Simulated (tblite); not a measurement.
Species: C5H13FSSi.
SMILES with atom numbers: `[CH3:1][CH2:2][S:3][CH2:4][C@H:5]([CH3:6])[SiH2:7][F:8]` (hydrogens: H9, H10, H11 on C1; H12, H13 on C2; H14, H15 on C4; H16 on C5; H17, H18, H19 on C6; H20, H21 on Si7)

Computed with GFN2-xTB (tblite), gas phase: L-BFGS steps from a force-field or distance-geometry start until the largest atomic force falls under 0.01 eV/Å.

Geometry at step 5:
```
atom  x, y, z in Å
C1      2.8043    0.4631    0.2761
C2      2.1675   -0.9000    0.1055
S3      1.1461   -1.0426   -1.4041
C4     -0.1549    0.2139   -1.1243
C5     -1.0502   -0.0361    0.0817
C6     -1.7777   -1.3748   -0.0022
Si7    -2.2763    1.3942    0.3070
F8     -1.3913    2.7279    0.4824
H9      2.0514    1.2314    0.4409
H10     3.4711    0.4404    1.1348
H11     3.3799    0.7233   -0.6083
H12     2.9285   -1.6748   -0.0021
H13     1.5306   -1.1580    0.9519
H14    -0.7269    0.1962   -2.0505
H15     0.3523    1.1755   -1.0638
H16    -0.4161   -0.0594    0.9734
H17    -2.4455   -1.4975    0.8471
H18    -1.0812   -2.2104   -0.0054
H19    -2.3743   -1.4390   -0.9072
H20    -3.1083    1.5911   -0.8603
H21    -3.0381    1.2524    1.5304
```

Problem. What forces act on the atoms?

Solution. 
| atom | Fx (eV/Å) | Fy (eV/Å) | Fz (eV/Å) |
| --- | --- | --- | --- |
| C1 | -0.005 | -0.007 | 0.002 |
| C2 | -0.096 | -0.053 | -0.002 |
| S3 | 0.018 | -0.103 | -0.007 |
| C4 | 0.051 | -0.031 | -0.018 |
| C5 | 0.080 | -0.054 | -0.006 |
| C6 | -0.015 | -0.082 | -0.003 |
| Si7 | -0.071 | -0.019 | -0.018 |
| F8 | 0.011 | 0.083 | -0.005 |
| H9 | 0.029 | -0.001 | 0.025 |
| H10 | 0.026 | 0.058 | 0.028 |
| H11 | 0.022 | 0.012 | -0.022 |
| H12 | -0.067 | 0.038 | -0.060 |
| H13 | 0.027 | 0.009 | 0.051 |
| H14 | -0.051 | -0.067 | -0.028 |
| H15 | -0.036 | 0.060 | 0.080 |
| H16 | 0.087 | -0.030 | 0.066 |
| H17 | 0.003 | -0.006 | 0.041 |
| H18 | 0.088 | 0.026 | -0.039 |
| H19 | -0.022 | 0.047 | -0.087 |
| H20 | -0.049 | 0.091 | -0.143 |
| H21 | -0.029 | 0.030 | 0.147 |

The largest, 0.18 eV/Å, acts on H20; the rms over all components is 0.054 eV/Å. The forces sum to zero within rounding, as they must for an isolated molecule in no field.

Problem. Give the force on H20 in Eh/bohr and in nN.

Solution. 0.176 eV/Å ÷ 51.422 = 0.00343 Eh/bohr, and 0.176 eV/Å × 1.602 = 0.28 nN.

Problem. How far is this geometry from the end of the optimisation?

Solution. 0.024 eV above it, and 0.198 Å rms away after alignment. The bonds farthest from their final lengths, with half the difference of the two atoms' forces along the bond (positive lengthens):

```tsv
bond	now (Å)	final (Å)	force along bond (eV/Å)
C5–Si7	1.897	1.906	+0.06
Si7–H20	1.447	1.454	+0.05
Si7–H21	1.448	1.454	+0.06
Si7–F8	1.610	1.615	+0.07
C5–H16	1.094	1.097	+0.03
C1–C2	1.514	1.517	+0.04
```

The angle farthest from its final value is F8–Si7–H20, 106.9° against 104.7°.

The cost below is that of the whole relaxation. On one thread, Arm Neoverse N1 (aarch64), no GPU (shared host), this took 1.4 s wall.
